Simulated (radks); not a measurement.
Task: Ga, configuration [Ar] 3d8 4s2 4p3 (not the ground configuration). All-electron calculation, Dirac Kohn-Sham, LDA (Slater exchange, Perdew-Wang correlation), spin-unpolarised, spherical densities, point nucleus; open shells are shared between the two j in proportion to 2j + 1. Program: a radial shooting solver on a logarithmic mesh with Libxc functionals. Some entries of the table are withheld. Estimate them.

orbital  occ.  eigenvalue (eV)  <r> (bohr)
1s1/2       2        -10229.53     0.04867
2s1/2       2        -1283.515      0.2180
2p1/2       2              (1)      0.1885
2p3/2       4              (2)      0.1920
3s1/2       2              (3)         (4)
3p1/2       2              (5)         (6)
3p3/2       4              (7)         (8)
3d3/2     3.2         -38.1351      0.7275
3d5/2     4.8         -37.6021      0.7318
4s1/2       2         -13.7590       2.032
4p1/2       1              (9)       2.602
4p3/2       2             (10)       2.650

Result: 
(1) 2p1/2 eigenvalue (eV): -1140.028
(2) 2p3/2 eigenvalue (eV): -1112.458
(3) 3s1/2 eigenvalue (eV): -167.5084
(4) 3s1/2 <r> (bohr): 0.6439
(5) 3p1/2 eigenvalue (eV): -120.8752
(6) 3p1/2 <r> (bohr): 0.6582
(7) 3p3/2 eigenvalue (eV): -117.0786
(8) 3p3/2 <r> (bohr): 0.6682
(9) 4p1/2 eigenvalue (eV): -5.4246
(10) 4p3/2 eigenvalue (eV): -5.1893
